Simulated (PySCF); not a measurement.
Order these species by their calculated properties.

Species are written as SMILES; each is one conformer at its optimised geometry, gas phase, non-relativistic unless stated; the electronic structure was computed with PySCF and density fitting.

Dipoles, sizes and rotational constants follow the conformer. The torsions of the flexible species, by atom-mapped SMILES:
- `[CH3:1][S:2][GeH2:3][CH:4]([F:5])[F:6]`: C1–S2–Ge3–C4 -168°, S2–Ge3–C4–F5 72°
- `[CH3:1]/[N:2]=[CH:3]\[SiH2:4][SiH2:5][GeH3:6]`: N2–C3–Si4–Si5 83°, C3–Si4–Si5–Ge6 -58°
- `[CH3:1][O:2][C@H:3]1[CH2:4][C@H:5]([C:6](=[O:7])[F:8])[CH2:9]1`: C1–O2–C3–C4 -179°, C4–C5–C6–O7 -104°
- `[CH3:1][NH:2][NH:3][CH3:4]`: C1–N2–N3–C4 157°

(1) Rank by HOMO energy, highest first (B3LYP/def2-SVPD at PBE0-D3(BJ)/def2-SVP geometries).
A. `C[S][GeH2][CH](F)F`
B. `C[C](C)(C)[Zn][C](C)(C)C`
C. `C/N=C\[SiH2][SiH2][GeH3]`
D. `CCC[CH2][Zn][CH2]CCC`

(2) By how much do the two ends of that ranking differ?

(3) Rank by static isotropic polarisability, highest first (B3LYP/def2-SVPD at PBE0-D3(BJ)/def2-SVP geometries).
A. `CCC[CH2][Zn][CH2]CCC`
B. `C/N=C\[SiH2][SiH2][GeH3]`
C. `C[S][GeH2][CH](F)F`
D. `C[C](C)(C)[Zn][C](C)(C)C`

(4) Give the two extremes of that set as polarisability volumes in Å³.

(5) Rank by smallest rotational constant, lowest first (PBE0-D3(BJ)/def2-SVP).
A. `CO[C@H]1C[C@H](C(=O)F)C1` (C6H9FO2)
B. `C[S][GeH2][CH](F)F` (C2H6F2GeS)
C. `CNNC` (C2H8N2)
D. `[PH2][GeH3]` (GeH5P)

Answers

(1) B (-5.76 eV), D (-6.35 eV), C (-6.71 eV), A (-6.82 eV).

(2) By 1.06 eV, between `C[C](C)(C)[Zn][C](C)(C)C` and `C[S][GeH2][CH](F)F`.

(3) D (132.3 au), A (129.9 au), B (128.3 au), C (81.2 au).

(4) `C[S][GeH2][CH](F)F`: 12.04 Å³; `C[C](C)(C)[Zn][C](C)(C)C`: 19.61 Å³.

(5) A (0.790 GHz), B (0.884 GHz), D (3.768 GHz), C (4.010 GHz).
